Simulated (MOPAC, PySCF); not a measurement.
C2H2N2O, SMILES `N#C/N=C/O`, neutral singlet in the gas phase. 

Cartesian coordinates (Å):
SMILES: N#C/N=C/O
```xyz
7

N      2.7710    -0.3179    -0.0242
C      1.6016    -0.3873    -0.0157
N      0.2859    -0.5918    -0.0072
C     -0.5343     0.3973     0.0076
O     -1.8505     0.2045     0.0160
H     -0.2668     1.4609     0.0148
H     -2.0068    -0.7656     0.0087
```
Charge 0, spin multiplicity 1.

All levels are single points at this geometry (PBE-D3(BJ)/def2-TZVP); Pople sets use spherical d functions. Orbital energies aren't observables, and empty levels follow the basis.

| level | HOMO (eV) | LUMO (eV) | gap (eV) | dipole (D) | vertical IE, Delta-SCF (eV) |
|---|---|---|---|---|---|
| PBE-D3(BJ)/def2-TZVP in PySCF | -7.15 | -2.73 | 4.42 | 4.70 | 10.56 |
| B3LYP/6-311+G** in PySCF | -8.28 | -2.13 | 6.14 | 4.60 | – |
| B3LYP/6-31G* in PySCF | -7.83 | -1.59 | 6.24 | 4.55 | 10.50 |
| BP86/6-31G* in PySCF | -6.91 | -2.45 | 4.46 | 4.57 | – |
| SVWN5/6-31G* in PySCF | -6.97 | -2.58 | 4.39 | 4.57 | – |
| HF/6-31G* in PySCF | -11.06 | 2.68 | 13.73 | 4.80 | – |
| HF/STO-3G in PySCF | -8.77 | 5.67 | 14.44 | 3.53 | – |
| PM3 in MOPAC | -10.81 | -0.52 | 10.30 | 3.53 | – |
| PM7 in MOPAC | -11.38 | -0.95 | 10.43 | 4.15 | – |
